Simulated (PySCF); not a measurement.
Cl2H4OSi2, SMILES O([SiH](Cl)Cl)[SiH3]. Heavy atoms are numbered as in [SiH3:1][O:2][SiH:3]([Cl:4])[Cl:5]. Hydrogens are named by the atom that carries them.

Geometry optimised at ωB97X-D3(BJ)/def2-SVP. The values are those of a single conformer.

Calculation: PBE/def2-TZVP (PySCF).

Atomic charges (e), one atom of each kind:

| atom | Mulliken | Löwdin |
|---|---|---|
| Si1 (SiH3) | 0.26 | 0.16 |
| O2 | -0.31 | 0.01 |
| Si3 (SiH) | 0.51 | -0.54 |
| Cl4 | -0.20 | 0.26 |
| H on Si1 | -0.02 | -0.04 |
| H on Si3 | 0.00 | -0.03 |

**Question.** Give the Mayer and Wiberg (Löwdin basis) orders of the bonds. (An estimate is asked for; the answer gives what the named calculation found.)

**Answer.** 
| bond | Mayer | Wiberg |
|---|---|---|
| Si1–O2 | 1.09 | 1.51 |
| O2–Si3 | 1.26 | 1.66 |
| Si3–Cl4 | 1.19 | 1.86 |
| Si3–Cl5 | 1.21 | 1.88 |
